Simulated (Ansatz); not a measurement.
Start from `[OH][Zr]([OH])([OH])[SeH]` and change one atom or group to get `[OH][Zr]([OH])([F])[SeH]`.

Ansatz, PBE0-D4/def2-TZVP geometries, multiplicity 1. Each molecule was computed in one conformer, which needn't be the lowest.

Elements past krypton have def2 core potentials. Scalar relativity is left out up to krypton. Spin–orbit coupling is left out; it splits and shifts lone-pair levels of the heavy atoms by tenths of an eV.

```tsv
property	`[OH][Zr]([OH])([OH])[SeH]`
LUMO energy (PBE/def2-TZVPP) / eV	-1.41
HOMO energy (B3LYP/def2-TZVPP) / eV	-6.30
LUMO energy (B3LYP/def2-TZVPP) / eV	-0.78
size of the dipole moment (B3LYP/def2-TZVPP) / D	3.60
LUMO energy (ωB97M-V/def2-TZVPP) / eV	0.58
zero-point energy (PBE0-D4/def2-TZVP) / kJ/mol	116.4
```

Problem. What does the change do to each property? (An estimate is asked.)

Solution. The calculation gave: 
```json
{"property": "LUMO energy (PBE/def2-TZVPP) / eV", "`[OH][Zr]([OH])([F])[SeH]`": "-1.77", "shift": "-0.36"}
{"property": "HOMO energy (B3LYP/def2-TZVPP) / eV", "`[OH][Zr]([OH])([F])[SeH]`": "-6.69", "shift": "-0.39"}
{"property": "LUMO energy (B3LYP/def2-TZVPP) / eV", "`[OH][Zr]([OH])([F])[SeH]`": "-1.15", "shift": "-0.37"}
{"property": "size of the dipole moment (B3LYP/def2-TZVPP) / D", "`[OH][Zr]([OH])([F])[SeH]`": "3.59", "shift": "-0.01"}
{"property": "LUMO energy (ωB97M-V/def2-TZVPP) / eV", "`[OH][Zr]([OH])([F])[SeH]`": "0.47", "shift": "-0.11"}
{"property": "zero-point energy (PBE0-D4/def2-TZVP) / kJ/mol", "`[OH][Zr]([OH])([F])[SeH]`": "90.4", "shift": "-26.0"}
```

The zero-point energy changes by -26.0 kJ/mol with -3 modes. Dipoles are sizes alone; their direction can turn.

Positive LUMOs are unbound, so they and the gaps depend on the basis.

B3LYP here is the variant with VWN-RPA as its local correlation; programs differ in this.
